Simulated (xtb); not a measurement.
CH₇BO₂Si, SMILES OB(O)C[SiH3]. All values are semi-empirical tight-binding results from xtb (GFN2-xTB unless named), good for trends rather than for accurate numbers. Geometry optimised at GFN2-xTB. This is a generated structure with no PubChem entry under its InChIKey; it may be hypothetical. Other conformers were not sampled.

| Quantity | Value |
|---|---|
| orbital gap | 5.71 eV |
| dipole moment | 2.40 D |
| zero-point energy | 52.0 kcal/mol |
| G − E(el) at 298.15 K (modified RRHO) | 32.3 kcal/mol |
| static polarisability (D4 model) | 65.6 bohr³ |
| solvation energy, GFN2-xTB/ALPB(water) | -7.2 kcal/mol |
| solvation energy, GFN2-xTB/ALPB(benzene) | -4.9 kcal/mol |
